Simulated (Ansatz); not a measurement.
`[GeH3][SeH]` + `N[SiH2]S` → `N[SiH2][S][GeH3]` + H₂Se  (ligand exchange at a Ge–Se bond)

Calculated with Ansatz (gas phase, PBE0-D4/def2-TZVP geometries, no zero-point term in ΔE). CCSD(T)/CBS is the MP2 limit (def2-TZVPP, def2-QZVPP) plus CCSD(T) − MP2 in def2-TZVPP, frozen cores. Functionals use def2-TZVPP. B3LYP here is the variant with VWN-RPA as its local correlation; programs differ in this. For Ge, Se outer-core shells are correlated without core-valence functions, which leaves a few kJ/mol of doubt a bond. Scalar relativity is left out up to krypton. One conformer a species, not always the lowest.

`[GeH3][SeH]`:

Cartesian coordinates in Å:
```
Ge 0.409 -0.303 -0.318
Se -0.906 1.538 0.341
H -0.485 -1.452 -0.808
H 1.281 0.224 -1.463
H 1.284 -0.781 0.850
H -1.582 0.774 1.398
```

`N[SiH2]S`:

```xyz
8

N    -0.112   -1.133    0.866
Si   -0.359    0.288   -0.043
S     1.213    0.589   -1.480
H    -0.593   -1.982    0.623
H     0.750   -1.313    1.354
H    -0.368    1.507    0.806
H    -1.677    0.115   -0.704
H     1.147    1.929   -1.421
```

`N[SiH2][S][GeH3]`:

Cartesian coordinates in Å:
```
N -2.016 1.393 0.778
Si -0.819 0.563 -0.115
S 0.980 0.226 1.006
Ge 1.866 -1.292 -0.354
H -2.427 0.968 1.594
H -1.953 2.393 0.884
H -1.344 -0.765 -0.528
H -0.508 1.387 -1.309
H 1.684 -0.845 -1.814
H 3.355 -1.375 0.000
H 1.182 -2.652 -0.143
```

H₂Se:

```xyz
3

Se   -0.235    0.284    0.577
H    -0.774   -0.685   -0.384
H     1.009    0.401   -0.193
```

(1) Is it downhill or uphill in electronic energy at CCSD(T)/CBS, and by how much? (An estimate is asked.)

(2) What do these levels give: r2SCAN-D4, B3LYP-D4, r2SCAN0, MP2/def2-SVP, CCSD(T)/def2-SVP, CCSD(T)/def2-TZVPP? (Best estimate.)

(3) What do rigid-rotor, harmonic-oscillator terms from PBE0-D4/def2-TZVP frequencies (298.15 K, 1 bar) make of the CCSD(T)/CBS value? (An estimate is asked.)

Largest T1 diagnostic among the species: 0.011.

## Answers

(1) The calculation gave: Nearly level: ΔE = +2.6 kJ/mol.

(2) Ansatz gave: r2SCAN-D4 3.6, B3LYP-D4 4.8, r2SCAN0 5.7, MP2/def2-SVP 0.7, CCSD(T)/def2-SVP 0.4, CCSD(T)/def2-TZVPP 2.2 kJ/mol.

(3) The calculation gave: ΔZPE = -2.5 kJ/mol, ΔH = +1.6 kJ/mol, ΔS = -7 J/(mol·K), ΔG = +3.7 kJ/mol. Modes under 50 cm⁻¹ make the entropy rough.

Leaving LDA and LC-ωPBE aside and taking each functional with its dispersion term where it has one, the values, not all of them listed here, spread over 7.3 kJ/mol, from B97M-V to B2PLYP. LDA lies −4.0 kJ/mol from PBE without D4. The D4 term adds −5.8 kJ/mol with B3LYP and −3.3 kJ/mol with PBE0; it sums over pairs of atoms, weighted by their polarisabilities, and B3LYP, whose exchange is more repulsive, gets the larger term. In def2-TZVPP, CCSD(T) changes the Hartree–Fock value by −9.1 kJ/mol (the triples alone add −2.1 kJ/mol) and MP2 by −10.2 kJ/mol.
